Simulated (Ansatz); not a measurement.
`F[SiH](F)C[O][AlH2]` and `C[SiH](F)F` differ in one atom or group.

Ansatz, PBE0-D4/def2-TZVP geometries, multiplicity 1. Each molecule was computed in one conformer, which needn't be the lowest.

| property | `F[SiH](F)C[O][AlH2]` |
| --- | --- |
| LUMO energy (PBE0/def2-TZVPP) / eV | -1.28 |
| HOMO–LUMO gap (PBE/def2-TZVPP) / eV | 4.64 |
| HOMO–LUMO gap (B3LYP/def2-TZVPP) / eV | 6.39 |
| LUMO energy (B3LYP/def2-TZVPP) / eV | -1.50 |
| HOMO energy (ωB97M-V/def2-TZVPP) / eV | -10.41 |
| HOMO energy (B3LYP/def2-TZVPP) / eV | -7.88 |

Problem. What does the change do to each property? (An estimate is asked.)

Solution. Computed: 
```json
{"property": "LUMO energy (PBE0/def2-TZVPP) / eV", "`C[SiH](F)F`": "1.05", "shift": "2.33"}
{"property": "HOMO–LUMO gap (PBE/def2-TZVPP) / eV", "`C[SiH](F)F`": "8.05", "shift": "3.41"}
{"property": "HOMO–LUMO gap (B3LYP/def2-TZVPP) / eV", "`C[SiH](F)F`": "9.95", "shift": "3.56"}
{"property": "LUMO energy (B3LYP/def2-TZVPP) / eV", "`C[SiH](F)F`": "0.78", "shift": "2.28"}
{"property": "HOMO energy (ωB97M-V/def2-TZVPP) / eV", "`C[SiH](F)F`": "-11.64", "shift": "-1.23"}
{"property": "HOMO energy (B3LYP/def2-TZVPP) / eV", "`C[SiH](F)F`": "-9.17", "shift": "-1.29"}
```

With PBE0 the HOMO falls by 1.28 eV and the LUMO rises by 2.33 eV, so the gap widens by about 3.61 eV. PBE moves the HOMO by -1.23 eV and ωB97M-V by -1.23 eV.

B3LYP here is the variant with VWN-RPA as its local correlation; programs differ in this.
